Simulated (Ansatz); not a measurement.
Li9Cl9⁻ (started as a model of: 2x3x3 LiCl rock-salt block). Charge -1, multiplicity 2. Geometry PBE-D4/def2-SVP, that of the neutral singlet; atoms count from 1.

```xyz
18

Li    1.382    0.719   -2.880
Cl   -0.321    2.049   -2.076
Li   -2.241    2.243   -0.814
Cl    2.718    0.422   -1.023
Li    0.581    1.180    0.147
Cl   -1.441    2.172    1.347
Li    3.054   -0.591    1.020
Cl    1.598    0.546    2.400
Li   -0.569    0.934    3.086
Cl    0.478   -1.291   -3.375
Li   -1.374   -0.284   -2.201
Cl   -3.444    0.360   -1.139
Li    1.448   -1.795   -1.224
Cl   -0.516   -1.049   -0.131
Li   -2.414   -0.170    0.978
Cl    2.288   -2.708    0.846
Li    0.408   -1.680    1.956
Cl   -1.634   -1.058    3.082
```

The highest occupied level of the charge -1 doublet lies above zero (up to 0.96 eV). Energy differences disagree on whether the electron is bound (positive means bound): -0.12 eV (vertical, against the charge 0 singlet, at PBE0-D4/def2-TZVP), but 0.11 eV at PBE-D4/def2-TZVP.

(1) Estimate the Mulliken populations from the PBE0/def2-TZVP orbitals of Ansatz.

(2) Where does the spin sit?

Results:

(1) 
| atom | charge (e) | spin (α − β) |
| --- | --- | --- |
| Li1 | 0.39 | 0.31 |
| Cl2 | -0.68 | -0.01 |
| Li3 | 0.39 | 0.31 |
| Cl4 | -0.68 | -0.01 |
| Li5 | 0.90 | -0.22 |
| Cl6 | -0.68 | -0.01 |
| Li7 | 0.39 | 0.31 |
| Cl8 | -0.68 | -0.01 |
| Li9 | 0.39 | 0.31 |
| Cl10 | -0.69 | 0.00 |
| Li11 | 0.70 | 0.00 |
| Cl12 | -0.69 | 0.00 |
| Li13 | 0.70 | 0.00 |
| Cl14 | -0.75 | 0.00 |
| Li15 | 0.70 | 0.00 |
| Cl16 | -0.69 | 0.00 |
| Li17 | 0.70 | 0.00 |
| Cl18 | -0.69 | 0.00 |
Mulliken values depend strongly on the basis.

(2) Summed by element: Li 1.04, Cl -0.04, of 1 unpaired in all. Largest on single atoms: Li3 0.31, Li7 0.31, Li9 0.31.
